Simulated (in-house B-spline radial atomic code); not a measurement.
Values are calculated unless marked as measured or tabulated.
**Weak and strong correlation along the adiabatic connection**

Two-electron singlets in several external potentials (atomic units), by full CI in B-splines with partial waves to l = 8 (correlation energies up to 0.6 % small). The repulsion is scaled by λ at fixed density; W(λ) is the mean repulsion less the Hartree energy, W(0) = E_x, and the area under W from 0 to 1 is E_xc.

Relative drop (W(λ) − E_x)/E_x:

| system | λ = 0.12 | λ = 0.25 | λ = 0.4 | λ = 0.6 | λ = 0.8 | λ = 1 |
| --- | --- | --- | --- | --- | --- | --- |
| ω²r²/2 − Z/r, ω = 0.346, Z = -0.5 | 0.0334 | 0.0641 | 0.0939 | 0.1260 | 0.1518 | 0.1727 |
| ω²r²/2 − Z/r, ω = 0.0224, Z = 0.7 | 0.0721 | 0.1277 | 0.1724 | 0.2131 | 0.2414 | 0.2624 |
| −Z/r, Z = 1.4 | 0.0180 | 0.0358 | 0.0545 | 0.0767 | 0.0963 | 0.1137 |
| −Z exp(−kr)/r, Z = 8.56, k = 3.71 | 0.0026 | 0.0054 | 0.0086 | 0.0128 | 0.0168 | 0.0208 |
| ω²r²/2 − Z/r, ω = 0.638, Z = -1 | 0.0267 | 0.0522 | 0.0778 | 0.1067 | 0.1307 | 0.1509 |
| −Z exp(−kr)/r, Z = 2.07, k = 0.489 | 0.0118 | 0.0239 | 0.0370 | 0.0531 | 0.0679 | 0.0816 |
| ω²r²/2 − Z/r, ω = 3.37, Z = 0.3 | 0.0079 | 0.0162 | 0.0253 | 0.0367 | 0.0475 | 0.0577 |

Problem. Order the systems by how far second-order (GL2) theory, half the initial slope (estimated from the first points of each curve), overshoots the correlation energy, least first.
A. ω²r²/2 − Z/r, ω = 0.0224, Z = 0.7
B. −Z exp(−kr)/r, Z = 2.07, k = 0.489
C. ω²r²/2 − Z/r, ω = 3.37, Z = 0.3
D. −Z exp(−kr)/r, Z = 8.56, k = 3.71
E. −Z/r, Z = 1.4
F. ω²r²/2 − Z/r, ω = 0.638, Z = -1
G. ω²r²/2 − Z/r, ω = 0.346, Z = -0.5

Solution. D (GL2/E_c = 1.03), C (GL2/E_c = 1.11), B (GL2/E_c = 1.16), E (GL2/E_c = 1.24), F (GL2/E_c = 1.35), G (GL2/E_c = 1.46), A (GL2/E_c = 1.98).

Problem. What else changes along this order?

Solution. The ratio follows the bend of the curve. With it the leading natural occupation goes from 1.999 to 1.761 and −T_c/E_c from 0.97 to 0.50 between the first and the last.
